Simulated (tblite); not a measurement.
Compound: C4H11NSi.
Numbering: `[CH3:1][C@@H:2]1[CH2:3][Si@@H:4]([CH3:5])[NH:6]1` (hydrogens: H7, H8, H9 on C1; H10 on C2; H11, H12 on C3; H13 on Si4; H14, H15, H16 on C5; H17 on N6)

Geometry (GFN2-xTB, Å), atoms numbered from 1 in this order:
```
atom  x, y, z in Å
C1     2.3770   -0.2514    0.2217
C2     1.0968    0.3943    0.7277
C3     0.0984   -0.6129    1.3188
Si4   -0.9929   -0.3300   -0.2243
C5    -2.7469    0.3620   -0.0733
N6     0.2305    0.8743   -0.3438
H7     2.1314   -1.0662   -0.4558
H8     2.9588   -0.6430    1.0528
H9     2.9859    0.4755   -0.3131
H10    1.3515    1.2140    1.4119
H11   -0.3161   -0.2845    2.2667
H12    0.5204   -1.6031    1.4542
H13   -0.9837   -1.4610   -1.1714
H14   -3.0759    0.7669   -1.0243
H15   -3.4448   -0.4193    0.2072
H16   -2.8111    1.1534    0.6662
H17    0.6137    1.4429   -1.0815
```

Method: GFN2-xTB as coded in tblite; computed harmonic values from a numerical Hessian at the method's own geometry, unscaled. The method is semi-empirical: single wavenumbers can be off by several per cent or more. Modes of hydrogen on silicon can be 10 to 20 % off. One conformer, not necessarily the lowest.

Harmonic wavenumbers (cm⁻¹): 82.9, 105.8, 133.9, 196.5, 221.9, 353.9, 405.8, 461.2, 552.6, 563.7, 666.4, 724.6, 738.7, 786.7, 821.6, 835.5, 890.0, 934.6, 961.3, 988.6, 1083.6, 1112.6, 1160.6, 1174.4, 1231.7, 1291.7, 1332.4, 1371.1, 1399.4, 1474.4, 1484.2, 1492.7, 1494.7, 1500.2, 2146.3, 2877.2, 3017.5, 3027.1, 3031.2, 3033.1, 3037.1, 3049.1, 3052.8, 3056.3, 3455.0.

A = 6993, B = 1771, C = 1652 MHz; mass 101.066 u (most abundant isotopes); point group C1, symmetry number 1.

**Question.** What is the zero-point energy?

**Answer.** ½Σν̃ = 31406 cm⁻¹ = 375.70 kJ/mol.

**Question.** What is S at 273.15 K and 1 bar for an ideal gas of classical rigid rotors and harmonic oscillators?

**Answer.** Translation 164.60, rotation 112.52, vibration 77.03: S = 354.1 J/(mol K).

**Question.** And Cp and H(273.15 K) − H(0)?

**Answer.** Cp = 125.29 J/(mol K), of which vibrations give 92.04 (their classical limit is 45 R = 374.2); H(273.15 K) − H(0) = 20.96 kJ/mol without the zero-point energy, 11.87 from vibrations.

**Question.** How do the functions run with temperature in this model?

**Answer.** 
```json
{"T (K)": "100", "S (J/(mol K))": "264.7", "Cp (J/(mol K))": "65.1", "H − H(0) (kJ/mol)": "4.70", "G − H(0) (kJ/mol)": "-21.78", "ln q(vib)": "0.88"}
{"T (K)": "200", "S (J/(mol K))": "319.6", "Cp (J/(mol K))": "97.9", "H − H(0) (kJ/mol)": "12.80", "G − H(0) (kJ/mol)": "-51.12", "ln q(vib)": "2.66"}
{"T (K)": "300", "S (J/(mol K))": "366.4", "Cp (J/(mol K))": "135.6", "H − H(0) (kJ/mol)": "24.46", "G − H(0) (kJ/mol)": "-85.45", "ln q(vib)": "4.55"}
{"T (K)": "500", "S (J/(mol K))": "452.4", "Cp (J/(mol K))": "203.5", "H − H(0) (kJ/mol)": "58.71", "G − H(0) (kJ/mol)": "-167.48", "ln q(vib)": "8.54"}
{"T (K)": "800", "S (J/(mol K))": "563.7", "Cp (J/(mol K))": "269.7", "H − H(0) (kJ/mol)": "130.55", "G − H(0) (kJ/mol)": "-320.41", "ln q(vib)": "14.54"}
{"T (K)": "1000", "S (J/(mol K))": "627.2", "Cp (J/(mol K))": "299.1", "H − H(0) (kJ/mol)": "187.58", "G − H(0) (kJ/mol)": "-439.63", "ln q(vib)": "18.35"}
```

q(vib) and H(0) count from the zero-point level.

**Question.** What must be added to the electronic energy to get the Gibbs energy at 273.15 K and 1 bar?

**Answer.** ZPE + [H(273.15 K) − H(0)] − T·S = 375.70 + 20.96 − 96.74 = 299.92 kJ/mol.

**Question.** Blend soft modes into free rotors: weight 1/[1 + (100 cm⁻¹/ν̃)⁴] for the oscillator and the rest for a rotor with moment μB/(μ + B), μ = h/(8π²ν), B = 10⁻⁴⁴ kg m². What vibrational entropy results?

**Answer.** 74.04 J/(mol K) in place of 77.03, which changes −T·S at 273.15 K by +0.82 kJ/mol.

Hindered rotation and anharmonicity are outside this model. Other conformers, if any are populated, would add a mixing term that is left out. The structure is chiral; the term R ln 2 for an equal mix with its mirror image is left out.
